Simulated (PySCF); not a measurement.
**A computed series [M(H2O)4]3+**

Computed with PySCF 2.14.0, PBE0, def2-SVP on the ligands, density fitting, scalar-relativistic core potentials, no spin-orbit coupling, vacuum. Each member is relaxed from one template within its symmetry. Distances are means of the shortest metal–ligand contacts, charges and spins Mulliken's; removal energies are rigid, with the ligand's formal charge and no counterpoise, so too large; for an anion taken off a cation in vacuum most of it is the attraction of opposite charges, and multiply charged cations can part far more cheaply with an electron moved from ligand to metal. lcecp potentials hold a fixed number of 4f electrons in the core, out of states, spins and gaps.

```csv
metal,basis on the metal,point group,M–H2O (Å),charge on M (e),removal of one H2O (eV),"strongest infrared band, degenerate modes summed (cm⁻¹)",unstable modes (below −25 cm⁻¹)
Y,def2-SVP with ECP28,S4,2.245,1.64,3.53,–,not given
Ho,lcecp-1-SVP with ECP56,S4,2.262,1.73,3.49,–,not given
```

Order these by the M–H2O distance, lowest first.
A. Gd, lcecp-1-SVP with ECP53
B. Bi, def2-SVP with ECP60
C. Yb, lcecp-1-SVP with ECP59
D. Pm, lcecp-1-SVP with ECP50
E. Ce, lcecp-1-SVP with ECP47

C (2.223), A (2.307), B (2.342), D (2.354), E (2.411).

What else do they give?


```tsv
metal	basis on the metal	point group	M–H2O (Å)	charge on M (e)	removal of one H2O (eV)	strongest infrared band, degenerate modes summed (cm⁻¹)	unstable modes (below −25 cm⁻¹)
Ce	lcecp-1-SVP with ECP47	S4	2.411	1.87	3.11	–	not given
Pm	lcecp-1-SVP with ECP50	S4	2.354	1.81	3.25	3629	0
Gd	lcecp-1-SVP with ECP53	S4	2.307	1.77	3.37	–	not given
Yb	lcecp-1-SVP with ECP59	S4	2.223	1.70	3.61	–	not given
Bi	def2-SVP with ECP60	S4	2.342	1.80	3.04	–	not given
```

From Ce to Yb the M–H2O distance shrinks by 0.19 Å, the lanthanide contraction, and the energy to remove one H2O rises by 0.51 eV.

Moved off a saddle point of the template and relaxed again: Y, Ce, Pm, Gd, Ho, Yb, Bi. One start shape was tried for each, so a minimum needn't be the lowest isomer.
